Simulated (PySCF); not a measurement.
# Molecular orbitals of TiF

PBE0 at R = 1.776 Å; Ti def2-TZVP, F def2-TZVP; no relativity (PySCF 2.14). State: quartet, unpaired electrons σ ↑, π ↑, δ ↑, a mixture of terms (⟨Lz²⟩ = 5.0), a second solution, started from another occupation. Only the outer orbitals are listed, counted within each symmetry.

```tsv
spin	orbital	occ.	ε (eV)	on Ti (%)	main shells (%)
α	7σ	1	-30.42	5	94 F s
α	8σ	1	-11.16	12	87 F p, 9 Ti d
α	3π	1	-10.91	11	89 F p, 9 Ti d
α	3π	1	-10.69	8	92 F p
α	1δ	1	-5.80	100	100 Ti d
α	4π	1	-4.96	93	87 Ti d
α	9σ	1	-4.96	98	79 Ti s, 14 Ti d
α	1δ	0	-1.58	99	89 Ti d
α	4π	0	-1.39	97	80 Ti d, 17 Ti p
α	10σ	0	-0.83	98	68 Ti d, 27 Ti p
β	6σ	1	-39.30	95	95 Ti p
β	2π	1	-39.14	100	100 Ti p
β	2π	1	-37.92	100	100 Ti p
β	7σ	1	-30.33	7	93 F s
β	8σ	1	-11.12	10	89 F p
β	3π	1	-10.72	6	94 F p
β	3π	1	-10.55	6	94 F p
β	9σ	0	-1.66	100	89 Ti s
β	1δ	0	-0.29	100	98 Ti d
β	4π	0	-0.05	97	91 Ti d
```

**Question.** Which are the highest filled and the lowest empty level, where do they sit, and how wide is the gap?

**Answer.** Highest filled α 9σ at -4.96 eV (in %: 79 Ti s, 14 Ti d); lowest empty β 9σ at -1.66 eV (in %: 89 Ti s); the gap at PBE0 is 3.30 eV.

* bond order (Mayer): 0.87
* ⟨S²⟩: 3.753
* charge on Ti (Mulliken, basis-dependent): 0.54
* charge on Ti (Löwdin, basis-dependent): 0.28
* dipole moment (positive dipole means Ti(−)F(+)): -3.00 D
